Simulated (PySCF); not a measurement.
PySCF input (BP86/def2-TZVPD):

```python
from pyscf import gto, scf, dft

mol = gto.M(
    atom='''
    Si    0.07258649   -0.41862332    0.20538925
    O    -0.18230483    1.05176462   -0.29647378
    H    -0.94504931   -1.47873300   -0.25148890
    H     1.38727705   -1.07465746   -0.25217031
    ''',
    basis='def2-tzvpd',
    charge=-1,
    spin=1,
    verbose=4,
)

mf = dft.UKS(mol, xc='bp86').density_fit(auxbasis='def2-universal-jkfit')
mf.grids.level = 3
mf.conv_tol = 1e-9
mf.max_cycle = 100
mf.max_memory = 1500
mf.kernel()
if not mf.converged:
    mf = mf.newton()
    mf.kernel(mf.make_rdm1())
for _ in range(2):
    mo, _, stable, _ = mf.stability(return_status=True)
    if stable:
        break
    mf.kernel(mf.make_rdm1(mo, mf.mo_occ))
mf.analyze()
```

End of the output:

```
Extra cycle  E= -366.013552716746  delta_E= 1.76e-12  |g|= 6.15e-06  |ddm|= 9.07e-06
converged SCF energy = -366.013552716746  <S^2> = 0.75261585  2S+1 = 2.0026141
uhf_internal: lowest eigs of H = [0.20316945 0.2126002  0.25165657]
<class 'pyscf.df.df_jk.DFUKS'> wavefunction is stable in the internal stability analysis
**** SCF Summaries ****
Total Energy =                        -366.013552716746005
Nuclear Repulsion Energy =              50.698696315173940
One-electron Energy =                 -613.036428162983270
Two-electron Energy =                  196.324179131063318
Two-electron Coulomb Energy =          226.783304592850271
DFT Exchange-Correlation Energy =      -30.459125461786961
HOMO-LUMO gap [eV] =                     1.255286633983920
**** MO energy ****
                             alpha | beta                alpha | beta
MO #1   energy= -65.2313315048396  | -65.2297953509518  occ= 1 | 1
MO #2   energy= -18.5011678981883  | -18.4961783045927  occ= 1 | 1
MO #3   energy= -4.83635986588234  | -4.83450664396026  occ= 1 | 1
MO #4   energy= -3.2489757209787   | -3.24504286653952  occ= 1 | 1
MO #5   energy= -3.2463178322263   | -3.24493212241362  occ= 1 | 1
MO #6   energy= -3.24433431531604  | -3.24274467115189  occ= 1 | 1
MO #7   energy= -0.60272023597566  | -0.592779013103957 occ= 1 | 1
MO #8   energy= -0.233478909154542 | -0.221495048932852 occ= 1 | 1
MO #9   energy= -0.108514720494706 | -0.102908093114379 occ= 1 | 1
MO #10  energy= -0.0867474308807447 | -0.0778031279994239 occ= 1 | 1
MO #11  energy= -0.0530958025176652 | -0.0356530977431729 occ= 1 | 1
MO #12  energy= -0.0144833614490787 | -0.00995251332842263 occ= 1 | 1
MO #13  energy= 0.0513269707216821 | 0.0974579040398638 occ= 1 | 0
MO #14  energy= 0.147177831049104  | 0.152423662460182  occ= 0 | 0
MO #15  energy= 0.164542448580424  | 0.170961020749786  occ= 0 | 0
MO #16  energy= 0.195405727748318  | 0.205987279694961  occ= 0 | 0
MO #17  energy= 0.206294246559669  | 0.209713509856247  occ= 0 | 0
MO #18  energy= 0.210138808449823  | 0.217753450922106  occ= 0 | 0
MO #19  energy= 0.210327986945434  | 0.221102762001197  occ= 0 | 0
MO #20  energy= 0.216928338977684  | 0.227471608730652  occ= 0 | 0
MO #21  energy= 0.248330782240604  | 0.251170720063617  occ= 0 | 0
MO #22  energy= 0.250178985784944  | 0.258965075362594  occ= 0 | 0
MO #23  energy= 0.293221788774638  | 0.300320692693914  occ= 0 | 0
MO #24  energy= 0.303975031478998  | 0.308673089062808  occ= 0 | 0
MO #25  energy= 0.317111701361161  | 0.32540430774688   occ= 0 | 0
MO #26  energy= 0.329358763427293  | 0.342128969388144  occ= 0 | 0
MO #27  energy= 0.338738188606061  | 0.346908024179012  occ= 0 | 0
MO #28  energy= 0.373294498058547  | 0.377830292181122  occ= 0 | 0
MO #29  energy= 0.390003383660615  | 0.397942428782732  occ= 0 | 0
MO #30  energy= 0.390606302297657  | 0.402807050123924  occ= 0 | 0
MO #31  energy= 0.407301640848309  | 0.415755950004232  occ= 0 | 0
MO #32  energy= 0.437386859607591  | 0.443831083817489  occ= 0 | 0
MO #33  energy= 0.461381788758199  | 0.474451973155017  occ= 0 | 0
MO #34  energy= 0.481595433798372  | 0.492579712873323  occ= 0 | 0
MO #35  energy= 0.500577516864855  | 0.506546670466021  occ= 0 | 0
MO #36  energy= 0.520384339038712  | 0.529316816654751  occ= 0 | 0
MO #37  energy= 0.548322082449715  | 0.560705332398999  occ= 0 | 0
MO #38  energy= 0.563156777815737  | 0.57003448302606   occ= 0 | 0
MO #39  energy= 0.619426856797044  | 0.624858685169538  occ= 0 | 0
MO #40  energy= 0.620274063627704  | 0.643758137107936  occ= 0 | 0
MO #41  energy= 0.644940312888032  | 0.649106016795764  occ= 0 | 0
MO #42  energy= 0.663557841691345  | 0.669984535228096  occ= 0 | 0
MO #43  energy= 0.673724457473239  | 0.681369013012805  occ= 0 | 0
MO #44  energy= 0.678303748743188  | 0.682880272882461  occ= 0 | 0
MO #45  energy= 0.70334970698135   | 0.716058130827595  occ= 0 | 0
MO #46  energy= 0.794303939939132  | 0.80240357840048   occ= 0 | 0
MO #47  energy= 0.809751779527712  | 0.822197614008734  occ= 0 | 0
MO #48  energy= 0.825051842891557  | 0.836313179496217  occ= 0 | 0
MO #49  energy= 0.929394057802776  | 0.938873143497272  occ= 0 | 0
MO #50  energy= 0.971699317753382  | 0.973885936001197  occ= 0 | 0
MO #51  energy= 0.985647075053119  | 0.99040325706713   occ= 0 | 0
MO #52  energy= 1.12024411736589   | 1.12491523620972   occ= 0 | 0
MO #53  energy= 1.17117073566215   | 1.18670276228499   occ= 0 | 0
MO #54  energy= 1.21917837999481   | 1.23369130902113   occ= 0 | 0
MO #55  energy= 1.22291776320081   | 1.23543798008799   occ= 0 | 0
MO #56  energy= 1.24287066979933   | 1.26031141653613   occ= 0 | 0
MO #57  energy= 1.24364547298035   | 1.26057374285262   occ= 0 | 0
MO #58  energy= 1.26251189411852   | 1.2795849313595    occ= 0 | 0
MO #59  energy= 1.29748012147097   | 1.30621639382947   occ= 0 | 0
MO #60  energy= 1.31571865699752   | 1.33466131958797   occ= 0 | 0
MO #61  energy= 1.32604727823412   | 1.33941372362377   occ= 0 | 0
MO #62  energy= 1.40292526389653   | 1.43647093907418   occ= 0 | 0
MO #63  energy= 1.52158922258261   | 1.53484868562019   occ= 0 | 0
MO #64  energy= 1.61458000033761   | 1.63638253901585   occ= 0 | 0
MO #65  energy= 1.63838888019879   | 1.65269353002005   occ= 0 | 0
MO #66  energy= 1.67145875344342   | 1.67685693419147   occ= 0 | 0
MO #67  energy= 1.77261588954708   | 1.78511373745317   occ= 0 | 0
MO #68  energy= 1.90793302208164   | 1.91727483476234   occ= 0 | 0
MO #69  energy= 1.91581484263156   | 1.92446990949352   occ= 0 | 0
MO #70  energy= 2.04105419869663   | 2.05330666286785   occ= 0 | 0
MO #71  energy= 2.04409722095358   | 2.05714971263495   occ= 0 | 0
MO #72  energy= 2.06695704734057   | 2.07220382457948   occ= 0 | 0
MO #73  energy= 2.0933546973295    | 2.10157610954755   occ= 0 | 0
MO #74  energy= 2.26986826022998   | 2.2844235761287    occ= 0 | 0
MO #75  energy= 2.32443946430638   | 2.33150096562807   occ= 0 | 0
MO #76  energy= 2.44662930212975   | 2.45313604451486   occ= 0 | 0
MO #77  energy= 2.54785006128301   | 2.55604929705041   occ= 0 | 0
MO #78  energy= 2.60575999878368   | 2.61462656219165   occ= 0 | 0
MO #79  energy= 2.92714374430128   | 2.9373833493033    occ= 0 | 0
MO #80  energy= 2.94093303337541   | 2.95914342573996   occ= 0 | 0
MO #81  energy= 2.96522764612491   | 2.97270210311794   occ= 0 | 0
MO #82  energy= 3.03067678660273   | 3.03638902778324   occ= 0 | 0
MO #83  energy= 3.19334335584195   | 3.20166065457988   occ= 0 | 0
MO #84  energy= 3.77083711792422   | 3.77839802360855   occ= 0 | 0
MO #85  energy= 5.28324017164831   | 5.29667412312157   occ= 0 | 0
MO #86  energy= 5.28775342047505   | 5.30115079978059   occ= 0 | 0
MO #87  energy= 5.3394952899673    | 5.35094958739879   occ= 0 | 0
MO #88  energy= 5.36243716846768   | 5.37342255500873   occ= 0 | 0
MO #89  energy= 5.4169867905755    | 5.43045052440813   occ= 0 | 0
MO #90  energy= 5.43505112106077   | 5.43830797497041   occ= 0 | 0
MO #91  energy= 5.49086599070643   | 5.49833115393891   occ= 0 | 0
MO #92  energy= 6.26236442068583   | 6.27691939483323   occ= 0 | 0
MO #93  energy= 6.33641298094125   | 6.34047793114144   occ= 0 | 0
MO #94  energy= 6.52458837181407   | 6.54361756365501   occ= 0 | 0
MO #95  energy= 6.53725170679034   | 6.55624810828374   occ= 0 | 0
MO #96  energy= 6.70267038382275   | 6.7135833567819    occ= 0 | 0
MO #97  energy= 6.72984963132536   | 6.74613867039919   occ= 0 | 0
MO #98  energy= 6.75360072314198   | 6.75813992142759   occ= 0 | 0
MO #99  energy= 7.00774815278493   | 7.01774294446445   occ= 0 | 0
MO #100 energy= 11.1039656074104   | 11.1088781894889   occ= 0 | 0
MO #101 energy= 43.4053548577779   | 43.4118593722897   occ= 0 | 0

To work with the spin densities directly, `use mulliken_meta_spin()` only printing them here.

[...]
```
